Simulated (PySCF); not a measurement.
# Polarisability and C₆ of Mo (molybdenum, neutral)

[Kr] 4d6, high-spin 5D determinant (an excited configuration). All numbers are calculated (PySCF 2.14, a scalar-relativistic core potential, in aug-cc-pVDZ-PP with ECP28MDF (5s5p4d2f, 54 functions)). Coupled (time-dependent) response in atomic units; α is the mean over directions. A double-zeta set is small for polarisabilities.

```json
{"method": "PBE0", "mean α (bohr³)": "87.03", "α xx, yy, zz": "114.5, 114.5, 32.05", "C₆ (like pair)": "553.3", "S(−4)": "61810"}
```

S(−4) is the Cauchy moment in α(ω) = α(0) + S(−4) ω² + …

Spin-orbit coupling is absent.

α(iu) at PBE0:

```tsv
u (hartree)	α(iu) (bohr³)
0	87.03
0.0500	54.71
0.100	38.26
0.200	23.22
0.300	17.24
0.500	11.69
0.750	8.031
1.00	5.833
1.50	3.453
2.00	2.270
3.00	1.182
5.00	0.4772
```

The components differ because the open shell of this determinant is not spherical; for a pure term their mean is the scalar polarisability.

⟨L²⟩ = 7.29 against 6 for a pure D term, so this real determinant mixes terms. Energies and moments cover only the electrons outside the core potential.
